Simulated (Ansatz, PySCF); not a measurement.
Reaction (SMILES): C=C(C)CCC -> C=C(C)C[CH]C + H atom (the C-H bond at the site shown breaks; other sites are not compared here)
Geometries: B3LYP-D3(BJ)/def2-TZVP minima from Ansatz (a quantum-chemistry and plane-wave program), one conformer each, not searched for the lowest. Frequencies are from Ansatz or PySCF.

Wanted: bond dissociation energy (enthalpy at 298 K, with B3LYP-D3(BJ) rigid-rotor harmonic-oscillator terms), in kcal/mol. Valence correlation only, unless marked. UHF or UKS for open shells. Spin-orbit coupling is left out. Non-relativistic. CBS marks a two-point X^-3 extrapolation of the correlation energy; Hartree-Fock from the larger set. [CCSD(T)-MP2]/basis is that difference in the basis named.

RI-MP2/CBS(cc-pVTZ,cc-pVQZ)+[CCSD(T)-MP2]/cc-pVTZ (Ansatz) gives 99.6 kcal/mol.

Q: Another calculation gave 97.5 kcal/mol. Which level was it?
(A) r2SCAN0/def2-TZVPD (Ansatz)
(B) wB97X-V/def2-TZVPD (Ansatz)
(C) SVWN5/def2-TZVPD (Ansatz)

A: B, wB97X-V/def2-TZVPD (Ansatz). The others give 92.5 (r2SCAN0), 104.4 (SVWN5) kcal/mol.
